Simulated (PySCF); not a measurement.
**Ligand-field analysis of Mn5+**

The free ion Mn5+ in its d2 configuration.

Method (PySCF 2.14, density fitting): CASSCF(2,5) with orbitals averaged over all microstates of the shell, strongly contracted NEVPT2 on the averaged canonical orbitals; basis x2c-TZVPall; spin-free X2C; gas phase; spin-orbit coupling by state interaction with the mean-field operator over all roots.

## Spin-free states

```json
{"2S+1": "3", "deg.": "7", "free-ion term": "3F 1.00", "CASSCF / cm⁻¹": "0", "NEVPT2 / cm⁻¹": "0"}
{"2S+1": "1", "deg.": "5", "free-ion term": "1D 1.00", "CASSCF / cm⁻¹": "17943", "NEVPT2 / cm⁻¹": "15648"}
{"2S+1": "3", "deg.": "3", "free-ion term": "3P 1.00", "CASSCF / cm⁻¹": "21368", "NEVPT2 / cm⁻¹": "18286"}
{"2S+1": "1", "deg.": "9", "free-ion term": "1G 1.00", "CASSCF / cm⁻¹": "27915", "NEVPT2 / cm⁻¹": "26066"}
{"2S+1": "1", "deg.": "1", "free-ion term": "1S 1.00", "CASSCF / cm⁻¹": "69210", "NEVPT2 / cm⁻¹": "62505"}
```

Energies are counted from the ground state at NEVPT2 level. Weights follow the labels.

## Ligand-field fit

| cm⁻¹ | CASSCF | NEVPT2 |
| --- | --- | --- |
| B | 1425 | 1221 |
| C | 5410 | 5243 |

Spin-orbit constant ζ = 464 cm⁻¹.

Spin-orbit levels:

| E / cm⁻¹ | deg. | J | make-up |
| --- | --- | --- | --- |
| 0.0 | 5 | 2 | 1.00 3F |
| 727.3 | 7 | 3 | 1.00 3F |
| 1647.0 | 9 | 4 | 1.00 3F |
| 16487.1 | 5 | 2 | 0.95 1D + 0.05 3P |
| 18752.7 | 1 | 0 | 1.00 3P |
| 19013.6 | 3 | 1 | 1.00 3P |
| 19628.7 | 5 | 2 | 0.95 3P + 0.05 1D |
| 27033.5 | 9 | 4 | 1.00 1G |
| 63493.2 | 1 | 0 | 1.00 1S |

Magnetism:

The lowest spin-orbit level is 5-fold with J = 2; the next lies at 727.3 cm⁻¹. μeff is 1.97 μB at 300 K and 1.64 μB at 10 K; the free-ion value g_J√(J(J+1)) for the Hund's-rule level J = 2 is 1.63 μB.

```tsv
T / K	χT / cm³ K mol⁻¹	μeff / μB
2	0.334	1.63
5	0.335	1.64
10	0.337	1.64
20	0.340	1.65
30	0.343	1.66
50	0.349	1.67
75	0.357	1.69
100	0.365	1.71
150	0.383	1.75
200	0.407	1.80
250	0.442	1.88
300	0.485	1.97
```

Powder magnetisation at 2 K: 0.15 μB at 0.5 T, 0.29 μB at 1 T, 0.55 μB at 2 T, 0.76 μB at 3 T, 1.02 μB at 5 T, 1.16 μB at 7 T.

Measured levels beside the computed ones:

```csv
level,computed / cm⁻¹,measured / cm⁻¹
3F J = 2,0,0
3F J = 3,727,746
3F J = 4,1647,1669
1D J = 2,16487,15336
3P J = 0,18753,17782
3P J = 1,19014,18057
3P J = 2,19629,18628
1G J = 4,27033,25511
```

Source of the measured levels: Corliss and Sugar, J. Phys. Chem. Ref. Data 6, 1253 (1977).

The job took 2.4 s on one thread of AMD EPYC 7R43 64-Core Processor (shared host), with 48 basis functions, launched as `OMP_NUM_THREADS=1 python lf_run.py task.json out`.
